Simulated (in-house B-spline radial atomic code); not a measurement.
Hf⁺: [Xe] 4f14 5d1 6s2

Computed with an all-electron radial atomic-structure program (B-spline basis): Dirac-Hartree-Fock, average of configuration, Fermi nucleus of rms radius 5.347 fm.

Effective charges: Z_r = [3n² - l(l+1)]/(2<r>) from the radius, Z_e = n√(-2ε) from the energy, and Slater's rules. Values are occupation-weighted means over j. An effective charge above Z reflects the relativistic contraction of the inner shells.

| shell | electrons | ε (eV) | <r> (bohr) | Z_r | Z_e | Slater |
| --- | --- | --- | --- | --- | --- | --- |
| 1s | 2 | -65764 | 0.01899 | 79.00 | 69.52 | 71.70 |
| 2s | 2 | -11387 | 0.07972 | 75.27 | 57.86 | 67.85 |
| 2p | 6 | -10055 | 0.07133 | 70.10 | 54.37 | 67.85 |
| 3s | 2 | -2660.9 | 0.2076 | 65.01 | 41.95 | 60.75 |
| 3p | 6 | -2250.8 | 0.2073 | 60.29 | 38.59 | 60.75 |
| 3d | 10 | -1735.2 | 0.189 | 55.55 | 33.88 | 50.85 |
| 4s | 2 | -574.19 | 0.4687 | 51.21 | 25.99 | 44.25 |
| 4p | 6 | -435.97 | 0.4967 | 46.30 | 22.64 | 44.25 |
| 4d | 10 | -247.68 | 0.5367 | 39.13 | 17.07 | 32.85 |
| 5s | 2 | -89.851 | 1.149 | 32.64 | 12.85 | 14.35 |
| 5p | 6 | -53.233 | 1.342 | 27.20 | 9.89 | 14.35 |
| 4f | 14 | -40.563 | 0.6601 | 27.27 | 6.91 | 21.45 |
| 5d | 1 | -15.416 | 2.117 | 16.29 | 5.32 | 4.00 |
| 6s | 2 | -13.573 | 3.263 | 16.55 | 5.99 | 4.00 |

The least bound orbital is 6s1/2 at -13.57 eV, and it is also the most diffuse (<r> = 3.263 bohr). The part-filled 5d shell lies below the filled 6s shell in orbital energy.

Spin-orbit splittings of the orbital energies (j = l + 1/2 above j = l - 1/2 when positive): 2p 1194 eV, 3p 260.2 eV, 3d 56.16 eV, 4p 60.08 eV, 4d 11.24 eV, 5p 8.316 eV, 4f 1.947 eV, 5d 0.4018 eV.

For the 1s electron the small component carries 7.33 % of the norm, the zero-frequency Breit interaction raises the level by 222.1 eV, self-energy by 137.6 eV, and vacuum polarisation lowers it by 25.26 eV.

The density falls to 0.001 bohr⁻³ at 4.676 bohr; Σ<r²> = 58.624 bohr² gives, by the non-relativistic formula and without the paramagnetism of open shells, a Langevin diamagnetic susceptibility of -46.43×10⁻⁶ cm³/mol.
